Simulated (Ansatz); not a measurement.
**Exact exchange and the vertical energy of the triplet above the singlet of C3H7Br (1-bromopropane)**

C3H7Br has 11 atoms, charge 0, and is taken as a singlet. SMILES: `CCCBr`. The shape is that of a PBE0-D4/def2-TZVP optimisation. This is one conformer, not always the lowest.

The vertical energy of the triplet above the singlet y, in eV, basis def2-SVP; a is the functional's share of exact exchange. Programs: Ansatz 0.2.0.

| functional | program | a | y (eV) |
| --- | --- | --- | --- |
| revPBE | Ansatz | 0 | 5.76 |
| PBE | Ansatz | 0 | 5.76 |
| B3LYP | Ansatz | 0.2 | 5.90 |
| r2SCAN0 | Ansatz | 0.25 | ? |
| PBE0 | Ansatz | 0.25 | 5.87 |
| BHLYP | Ansatz | 0.5 | 5.95 |

Problem. Fit y = c + s·a to the known rows and predict r2SCAN0.

Solution. 
1. Means of the 5 rows: a = 0.1900, y = 5.848.
2. Σ(Δa)² = 0.172, Σ(Δa·Δy) = 0.0669, so the slope is 0.0669/0.172 = 0.38895.
3. Intercept: 5.848 − (0.38895) × 0.1900 = 5.774. The largest residual of the fit is 0.048.
4. r2SCAN0: 5.774 + (0.38895) × 0.25 = 5.87 eV.

The run gave 5.85 eV, so the prediction is off by +0.02 eV, within the scatter of the fit. Spin-orbit coupling is left out.
